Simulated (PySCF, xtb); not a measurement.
Mo(O)(NMe)(OH)(SH) (CH₅MoNO₂S), SMILES [SH][Mo](=[O])(=[N]C)[OH], multiplicity 1.

GFN2-xTB run with xtb at its own geometry gives an orbital gap of 2.77 eV and a dipole moment of 4.62 D.

Coordinates come from a B3LYP-D3(BJ)/def2-SVP optimisation. The spin state was assumed, not searched. The def2 effective core potentials stand for the cores of Mo; spin–orbit coupling is left out. Other conformers were not sampled.

What does PBE/def2-TZVP in PySCF give? (An estimate is asked for; the answer gives what the named calculation found.)

gap 3.64 eV (levels -6.35 and -2.71 eV), dipole 2.86 D.
